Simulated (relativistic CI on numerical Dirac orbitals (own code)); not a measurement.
## Electric-dipole transitions in Ho XXXII

Calculated at this level of theory: Dirac-Coulomb-Breit CI, orbitals from a KLI potential per configuration, model QED, unscaled Slater integrals (own radial code, finite nucleus).

CI space (outside the closed core [Ar] 3d10): 4s2 4p6, 4s2 4p5 4d, 4s 4p6 4d, 4s2 4p5 4f, 4s 4p6 4f, 4s2 4p5 5s, 4p6 4d 4f, 4s2 4p5 5p, 4p6 4d2, 4p5 4d3, 4p5 4d2 4f, 4p5 4d2 5s, 4p5 4d2 5p, 4p6 4f2, 4p5 4d 4f2, 4p5 4f3, 4p5 4f2 5s, 4p5 4f2 5p. Double excitations out of closed p, d and f shells are left out; levels of such configurations are missing from the list, as are those of other unlisted configurations, and high levels can miss mixing partners.

| λ vac (nm) | Lower | Upper | A (s⁻¹) | E lower (eV) | E upper (eV) |
| --- | --- | --- | --- | --- | --- |
| 5.9991 | 4p6 4d2 1G_4 [48] | 4p5 4d3 3F°_4 [176] | 2.12e+12 | 570.808 | 777.480 |
| 6.0667 | 4s2 4p6 1S_0 [1] | 4s2 4p5 4d 1P°_1 [13] | 1.98e+12 | 0.000 | 204.368 |
| 6.0870 | 4p6 4d2 3F_4 [50] | 4p5 4d3 1G°_4 [181] | 2.18e+12 | 579.758 | 783.446 |
| 6.0964 | 4p6 4d2 3P_2 [51] | 4p5 4d3 3D°_3 [184] | 1.87e+12 | 582.200 | 785.573 |
| 6.1030 | 4p6 4d2 3F_4 [50] | 4p5 4d3 3G°_5 [180] | 1.80e+12 | 579.758 | 782.912 |
| 6.3935 | 4p6 4d2 3F_3 [46] | 4p5 4d3 3G°_4 [157] | 1.12e+12 | 566.489 | 760.410 |
| 6.4361 | 4p6 4d2 1G_4 [48] | 4p6 4d 4f 1H°_5 [164] | 1.45e+12 | 570.808 | 763.448 |
| 6.6202 | 4p6 4d2 3F_2 [43] | 4p6 4d 4f 3G°_3 [143] | 1.46e+12 | 556.554 | 743.835 |
| 6.9816 | 4s2 4p5 4d 3P°_1 [3] | 4s2 4p5 4f 3D_2 [22] | 3.36e+11 | 127.587 | 305.174 |
| 7.1928 | 4s2 4p5 4d 3D°_2 [5] | 4s2 4p5 4f 3F_3 [21] | 2.87e+11 | 131.819 | 304.192 |
| 7.2162 | 4s2 4p5 4d 3F°_2 [10] | 4s2 4p5 4f 3G_3 [26] | 3.92e+11 | 182.250 | 354.064 |
| 7.2734 | 4s2 4p5 4d 3F°_3 [4] | 4s2 4p5 4f 3G_4 [18] | 3.76e+11 | 130.640 | 301.102 |
| 7.4189 | 4s2 4p5 4d 1D°_2 [7] | 4s2 4p5 4f 3D_3 [24] | 3.76e+11 | 140.690 | 307.809 |
| 7.5685 | 4s2 4p5 4d 3D°_2 [11] | 4s2 4p5 4f 3D_3 [27] | 4.26e+11 | 194.035 | 357.851 |
| 7.6084 | 4s2 4p5 4d 3F°_4 [6] | 4s2 4p5 4f 3G_5 [19] | 3.55e+11 | 138.473 | 301.430 |
| 7.6582 | 4s2 4p5 4d 3F°_3 [12] | 4s2 4p5 4f 3G_4 [28] | 3.59e+11 | 196.089 | 357.986 |
| 7.6615 | 4s2 4p5 4d 3D°_3 [8] | 4s2 4p5 4f 3F_4 [23] | 3.32e+11 | 145.621 | 307.448 |
| 7.8544 | 4s2 4p6 1S_0 [1] | 4s2 4p5 4d 3D°_1 [9] | 3.69e+11 | 0.000 | 157.852 |
| 8.3277 | 4s2 4p5 4f 3G_5 [19] | 4s 4p6 4f 3F°_4 [32] | 3.50e+11 | 301.430 | 450.312 |
| 8.6363 | 4s2 4p5 4d 3F°_4 [6] | 4s 4p6 4d 3D_3 [16] | 2.23e+11 | 138.473 | 282.035 |

Terms are leading LS components. Brackets give the number of a level in order of energy, since labels repeat. The list gives strong lines, with weight on those to low levels, without lines whose two gauges differ by over a factor of 2.5, among the lowest 200 of 2423 levels, so that lines to higher ones, which can be the strongest, are missing. Levels whose partners in the same complex of configurations lie outside the list can be far off, and so can their lines. Rates are taken at the computed energies, electric ones in the length gauge.

At this charge energies of transitions that change n are usually good to better than 1 %, and those within a shell (Δn = 0) to a few per cent.

LS names give the leading component of a level, which can be under half, so a name can repeat, a term be missing and a line seem to break the LS rules.
